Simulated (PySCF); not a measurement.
**Spin states of BrCl**

Unrestricted PBE0; PySCF, scalar-relativistic core potentials, basis sets Br cc-pVTZ-PP with ECP10, Cl cc-pV(T+d)Z. Outer shells of the fragments: Br 3d10 4s2 4p5; Cl 3s2 3p5.

Followed along the bond (rough minima from three points):

```csv
2Ms+1,unpaired,⟨S²⟩ at the start,R at minimum (Å),Te (eV)
1,none,0.00,2.14,0.00
3,"σ ↑, π ↑",2.01,none in the scan,≤ 2.03
```

Solutions found at the starting distance of 2.085 Å, counted from the lowest of them; the search is not exhaustive and high or unbound solutions are not listed, so other states can lie among these:

| 2Ms+1 | unpaired | term | E (eV) | ⟨S²⟩ | ⟨Lz²⟩ | μ (D) |
| --- | --- | --- | --- | --- | --- | --- |
| 1 | none | ¹Σ⁺ | 0.00 | 0.00 | 0.00 | -0.51 |
| 3 | σ ↑, π ↑ | ³Π | 2.74 | 2.01 | 1.01 | -0.54 |
| 1 | σ ↑, π ↓ | mixed | 3.01 | 1.01 | 1.01 | -0.51 |
| 3 | π ↑↑ | ³Σ⁻ | 6.45 | 2.01 | 0.00 | -0.41 |
| 3 | σ ↑↑ | ³Σ⁺ | 6.56 | 2.01 | 0.00 | 0.37 |

A term symbol is given only where ⟨S²⟩ and ⟨Lz²⟩ are close to those of a pure state; real π, δ and φ orbitals otherwise mix terms. A positive dipole means Br(−)Cl(+).

The measured ground state is X ¹Σ+ (Huber and Herzberg, Constants of Diatomic Molecules (1979)).

Counting both spins, an empty level lies below a filled one in some of these solutions, because spin and occupation are held.
